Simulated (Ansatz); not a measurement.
`CC(S)N[SiH3]`, charge 0, multiplicity 1.

Problem. Give a relaxed structure at PBE0-D4/def2-TZVP (Ansatz 0.2.0). (An estimate is asked.)

Solution. Computed: 
```xyz
14

C     0.1147   -1.2419   -1.5962
C    -0.0384   -0.6863   -0.1941
S    -1.6067   -1.4050    0.4796
N     0.0142    0.7436   -0.1767
Si    0.5004    1.6518    1.2055
H     0.1042   -2.3330   -1.5923
H     1.0573   -0.8953   -2.0233
H    -0.7023   -0.8949   -2.2348
H     0.7705   -1.0634    0.4370
H    -1.5343   -0.8099    1.6809
H    -0.6589    1.1650   -0.8017
H     1.8327    1.1558    1.6382
H    -0.4155    1.5367    2.3810
H     0.5621    3.0768    0.7970
```
This is one stationary point; other conformers may exist.
